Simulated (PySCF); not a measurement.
AlH2I. Atoms are numbered in the order given.

```xyz
4

Al     0.0000     0.0000     1.9173
H      0.0000     1.4056     2.6546
H      0.0000    -1.4056     2.6546
I      0.0000     0.0000    -0.5705
```
Charge 0, spin multiplicity 1.

Coordinates come from a PBE-D3(BJ)/def2-TZVP optimisation. The def2 effective core potentials stand for the cores of I; spin–orbit coupling is left out.

Computed with PySCF with M06-2X/def2-TZVPD.

Symmetry labels are those of the subgroup C2v that the program uses (full group C2v).

Computed valence orbital energies around the gap with their symmetry:
| orbital | symmetry | energy (eV) |
|---|---|---|
| HOMO−7 | A2 | -55.72 |
| HOMO−6 | A1 | -55.72 |
| HOMO−5 | A1 | -21.16 |
| HOMO−4 | A1 | -13.30 |
| HOMO−3 | B2 | -10.43 |
| HOMO−2 | A1 | -10.03 |
| HOMO−1 | B1 | -9.10 |
| HOMO | B2 | -8.77 |
| LUMO | B1 | -1.34 |
| LUMO+1 | A1 | -0.06 |
| LUMO+2 | A1 | 0.25 |
| LUMO+3 | B2 | 0.67 |
